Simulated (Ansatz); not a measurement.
Ideal-gas functions of CH3F3NSi (`C[N][Si](F)(F)F`) radical at 600 K and 1 bar, from an Ansatz frequency run at PBE0-D4/def2-TZVP.

Molar mass 114.12 g/mol, point group C1 (symmetry number 1), electronic degeneracy 2, moments of inertia 127.329, 232.549, 233.491 u Å². Harmonic wavenumbers (cm⁻¹, unscaled): 35, 89, 135, 257, 268, 347, 362, 413, 684, 892, 975, 984, 1000, 1110, 1233, 1381, 1420, 1503, 2954, 3031, 3091.

Use S(trans) = R[1.5 ln M + 2.5 ln T − 1.1517]; rotational temperatures θ = 24.2544 K / I; S(rot) = R[ln(√π/σ · √(T³/θAθBθC)) + 1.5]; for each mode x = 1.438777 ν̃/T, S = R[x/(eˣ − 1) − ln(1 − e⁻ˣ)] and H = RT x/(eˣ − 1); 1 cm⁻¹ = 0.0119627 kJ/mol; R = 8.31446 J/(mol·K).

Question: By hand: the entropy, in J/(mol·K).

Answer: Translation 182.5. Rotation: θ = 0.1905, 0.1043, 0.1039 K, giving 122.7. Vibration, mode by mode: 28.92, 21.17, 17.73, 12.47, 12.13, 10.08, 9.75, 8.73, 5.07, 3.42, 2.92, 2.87, 2.79, 2.26, 1.79, 1.35, 1.25, 1.07, 0.06, 0.05, 0.04, in all 145.9. Electronic 5.8. Sum 456.9 J/(mol·K).

Question: By hand: H − E and G − E in kJ/mol, counted from the electronic energy.

Answer: Zero-point energy ½ × 22164 × 0.0119627 = 132.6; thermal vibration 40.6; translation, rotation and pV give 4 RT = 20.0. H − E = 193.2 kJ/mol, and G − E = 193.2 − 600 × 456.9/1000 = -80.9 kJ/mol.

Vibration gives 32 % of the entropy, 67.8 J/(mol·K) of it from the modes under 150 cm⁻¹: soft modes count most, and the harmonic formula is weakest for them. The sum counts one conformer and one mirror image; others add a mixing term.
